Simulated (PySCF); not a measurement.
Sb²⁺ (antimony, charge +2) across methods

[Kr] 4d10 5s2 6s1, 2S determinant (an excited configuration). Calculation: PySCF 2.14, in x2c-QZVPPall with one added diffuse shell each of s, p, d, f type (14s10p8d5f1g, 128 functions); scalar relativity by spin-free X2C-1e.

| method | E (hartree) | mean ε 5s α (eV) | mean ε 5s β (eV) | mean ε 6s α (eV) | Σ⟨r²⟩ (bohr²) | ⟨S²⟩ |
| --- | --- | --- | --- | --- | --- | --- |
| LDA | -6473.30 | -33.156 | -33.013 | -12.051 | 53.37 | 0.750 |
| BHandHLYP | -6479.47 | -34.805 | -34.625 | -12.657 | 54.27 | 0.750 |
| UHF | -6476.73418 | -36.005 | -35.626 | -13.237 | 55.82 | 0.750 |
| LC-wPBE | -6478.99 | -36.470 | -36.329 | -13.853 | 54.20 | 0.750 |
| PBE | -6479.05 | -32.654 | -32.497 | -12.066 | 53.69 | 0.750 |
| PBE0 | -6479.12 | -33.715 | -33.516 | -12.480 | 54.02 | 0.750 |
| revPBE | -6479.32 | -32.474 | -32.354 | -12.074 | 53.78 | 0.750 |

Task: Estimate the same row for r2SCAN.

Result: E (hartree) = -6479.47; mean ε 5s α (eV) = -32.591; mean ε 5s β (eV) = -32.753; mean ε 6s α (eV) = -12.045; Σ⟨r²⟩ (bohr²) = 53.92; ⟨S²⟩ = 0.750.

The outer electron is Rydberg-like, and this basis confines it to a smaller radius and binds it less than a complete one would.
